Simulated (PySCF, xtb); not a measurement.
Sn(F)2(Me)(OH) (CH4F2OSn), SMILES [CH3][Sn]([OH])([F])[F].

xtb with GFN2-xTB at its own geometry gives an orbital gap of 4.26 eV and a dipole moment of 4.81 D.

The structure is a stationary point at B3LYP-D3(BJ)/def2-SVP. The structure was generated by enumeration; whether it is a known compound was not checked. The def2 effective core potentials stand for the cores of Sn; spin–orbit coupling is left out. The values are those of a single conformer.

**Question.** What does PBE/def2-TZVP in PySCF give? (An estimate is asked for; the answer gives what the named calculation found.)

**Answer.** gap 4.92 eV (levels -7.60 and -2.68 eV), dipole 2.92 D.
